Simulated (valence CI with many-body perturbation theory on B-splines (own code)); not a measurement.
# Forbidden lines of Ge XI

Computed by relativistic CI+MBPT: four valence electrons over a frozen Dirac-Fock core [Ar], radial functions for each j: 9 s, 9 p, 10 d, 8 f, 5 g, 3 h, 1 i, with the one-electron correlation potential Σ1 (screened to all orders), the two-electron term Σ2, the three-electron term Σ3, Breit, model QED; selected single and double excitations, second order for the rest, scaled by the run's own slope (own B-spline code, finite nucleus).

No measured levels were compared; by estimate terms of the open shell hold to 2 to 4 % of their energy, and close levels can change places. Core correlation moves these levels by up to 5500 cm⁻¹, and in measured spectra 5 to 20 % of such shifts remained as error; rates that hang on mixing are uncertain with them. Only levels of the ground parity were solved; by the run's estimate the other parity begins above the list, which can be wrong where configurations are misplaced.

Lines 1 to 50 of 120 in falling wavelength, among levels below 224850 cm⁻¹, chosen from the decays that carry over 1 % of a level's rate. Wavelengths and rates use the calculated energies, so an error of 2000 cm⁻¹ moves a line at 18600 Å by 37 % and its rate by three times that or more. Weak lines are less certain than strong ones. Lines between different terms over intervals too small for the method are left out, as are lines whose strength nearly cancels. Intervals below about 2000 cm⁻¹, as at the head of this list, are uncertain by tens of per cent. Branching is blank where the lifetime is uncertain.

Letters in brackets count levels of one name in rising energy.

| λ vac (Å) | Upper | Lower | Type | A (s⁻¹) | Branch % |
| --- | --- | --- | --- | --- | --- |
| 1.130e+05 | 3d4 5D_1 | 3d4 5D_0 | M1 | 3.70e-02 | 100.0 |
| 67160 | 3d4 5D_2 | 3d4 5D_1 | M1 | 1.86e-01 | 100.0 |
| 62040 | 3d4 3H_6 | 3d4 3H_5 | M1 | 8.59e-02 | 99.8 |
| 52730 | 3d4 5D_3 | 3d4 5D_2 | M1 | 3.14e-01 | 100.0 |
| 48770 | 3d4 3H_5 | 3d4 3H_4 | M1 | 2.07e-01 | 90.6 |
| 46380 | 3d4 5D_4 | 3d4 5D_3 | M1 | 2.70e-01 | 100.0 |
| 20430 | 3d4 3P_1 [a] | 3d4 3P_0 [a] | M1 | 2.05e+00 | 3.8 |
| 18600 | 3d4 3F_3 [a] | 3d4 3H_4 | M1 | 4.87e-01 | 1.9 |
| 16630 | 3d4 3G_3 | 3d4 3F_2 [a] | M1 | 1.59e+00 | 12.6 |
| 16160 | 3d4 3G_4 | 3d4 3F_4 [a] | M1 | 6.73e-01 | 9.5 |
| 15560 | 3d4 3G_3 | 3d4 3F_3 [a] | M1 | 1.97e+00 | 15.6 |
| 15380 | 3d4 3F_4 [a] | 3d4 3H_4 | M1 | 1.91e+00 | 5.4 |
| 15160 | 3d4 3P_2 [a] | 3d4 3P_1 [a] | M1 | 3.93e+00 | 12.4 |
| 13670 | 3d4 3G_4 | 3d4 3F_3 [a] | M1 | 4.00e-01 | 5.7 |
| 13100 | 3d4 3G_5 | 3d4 3F_4 [a] | M1 | 1.90e+00 | 28.1 |
| 9546 | 3d4 3G_5 | 3d4 3H_6 | M1 | 2.07e+00 | 30.6 |
| 9399 | 3d4 3G_4 | 3d4 3H_5 | M1 | 3.85e-01 | 5.5 |
| 8474 | 3d4 3G_3 | 3d4 3H_4 | M1 | 8.93e-01 | 7.0 |
| 8449 | 3d4 1G_4 [a] | 3d4 3G_5 | M1 | 2.08e+00 | 4.9 |
| 8273 | 3d4 3G_5 | 3d4 3H_5 | M1 | 2.56e+00 | 38.0 |
| 7881 | 3d4 3G_4 | 3d4 3H_4 | M1 | 1.72e-01 | 2.4 |
| 7528 | 3d4 1G_4 [a] | 3d4 3G_4 | M1 | 1.02e+00 | 2.4 |
| 7056 | 3d4 1G_4 [a] | 3d4 3G_3 | M1 | 5.43e+00 | 12.7 |
| 6938 | 3d4 3D_3 | 3d4 3P_2 [a] | M1 | 1.73e+00 | 6.4 |
| 6626 | 3d4 3D_2 | 3d4 3P_2 [a] | M1 | 1.57e+00 | 5.7 |
| 6188 | 3d4 3D_1 | 3d4 3P_2 [a] | M1 | 2.01e+00 | 6.0 |
| 6126 | 3d4 1D_2 [a] | 3d4 3D_1 | M1 | 3.94e+00 | 7.7 |
| 5784 | 3d4 3F_4 [b] | 3d4 1F_3 | M1 | 3.37e+00 |  |
| 5750 | 3d4 1D_2 [a] | 3d4 3D_2 | M1 | 1.16e+00 | 2.3 |
| 5567 | 3d4 3F_2 [b] | 3d4 1F_3 | M1 | 6.92e+00 | 10.8 |
| 5534 | 3d4 1D_2 [a] | 3d4 3D_3 | M1 | 5.46e+00 | 10.6 |
| 5522 | 3d4 3D_3 | 3d4 3F_3 [a] | M1 | 3.85e-01 | 1.4 |
| 5442 | 3d4 3D_2 | 3d4 3F_2 [a] | M1 | 1.42e+00 | 5.2 |
| 5323 | 3d4 3D_2 | 3d4 3F_3 [a] | M1 | 2.90e-01 | 1.1 |
| 5143 | 3d4 3D_1 | 3d4 3F_2 [a] | M1 | 9.96e-01 | 3.0 |
| 5136 | 3d4 1G_4 [a] | 3d4 3F_4 [a] | M1 | 1.78e+01 | 41.6 |
| 4909 | 3d4 1I_6 | 3d4 3H_6 | M1 | 6.44e+00 | 53.7 |
| 4855 | 3d4 1G_4 [a] | 3d4 3F_3 [a] | M1 | 2.46e+00 | 5.7 |
| 4611 | 3d4 3D_2 | 3d4 3P_1 [a] | M1 | 2.76e-01 | 1.0 |
| 4549 | 3d4 1I_6 | 3d4 3H_5 | M1 | 5.52e+00 | 46.0 |
| 4395 | 3d4 3D_1 | 3d4 3P_1 [a] | M1 | 6.52e+00 | 19.6 |
| 4180 | 3d4 1G_4 [a] | 3d4 3H_5 | M1 | 8.35e+00 | 19.5 |
| 3949 | 3d4 3P_2 [b] | 3d4 1D_2 [a] | M1 | 5.98e+00 | 12.7 |
| 3850 | 3d4 1G_4 [a] | 3d4 3H_4 | M1 | 4.50e+00 | 10.5 |
| 3677 | 3d4 1F_3 | 3d4 3D_2 | M1 | 3.21e+00 |  |
| 3617 | 3d4 3D_1 | 3d4 3P_0 [a] | M1 | 4.15e+00 | 12.4 |
| 3588 | 3d4 1F_3 | 3d4 3D_3 | M1 | 8.50e+00 |  |
| 3390 | 3d4 1S_0 [a] | 3d4 3P_1 [a] | M1 | 6.21e+01 | 100.0 |
| 3361 | 3d4 1D_2 [a] | 3d4 3G_3 | M1 | 2.90e+00 | 5.7 |
| 3078 | 3d4 1D_2 [a] | 3d4 3P_2 [a] | M1 | 8.97e+00 | 17.5 |
